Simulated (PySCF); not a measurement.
# Ionising HgO

r²SCAN; basis Hg def2-SVP with ECP60, O def2-SVP; scalar-relativistic core potentials; PySCF 2.14. Neutral (UKS): triplet (σ ↑, π ↑), Re = 2.204 Å, ωe = 290 cm⁻¹, De = 0.51 eV, HOMO -6.44 eV, LUMO -4.39 eV.

HgO⁺ (UKS): doublet (π ↑), Re = 1.994 Å, ωe = 507 cm⁻¹, De = 1.18 eV to Hg⁺ + O. The energies at the minima are -228.56178 hartree for HgO and -228.20676 for HgO⁺.

(1) Work out the adiabatic ionisation energy, without and with harmonic zero-point energies (1 hartree = 27.2114 eV, 1 eV = 8065.5 cm⁻¹), and the change of the bond length.

These are scalar-relativistic numbers at best; spin–orbit coupling would shift them, the dissociation energy most. For an ion De counts to the pair picked by the measured ionisation energies or electron affinities, which need not be the lowest pair at this level. States were picked by a PBE0 search and need not be the measured ground states.

Answers

(1) At r²SCAN: 0.35502 hartree = 9.661 eV between the minima; the zero-point term (507.0 − 290.0)/2 cm⁻¹ = +0.013 eV makes it 9.674 eV. Re changes by -21.0 pm against the neutral. The electron leaves a σ orbital, and the shorter bond of the ion fits an antibonding orbital, or a change in how ionic the bond is.
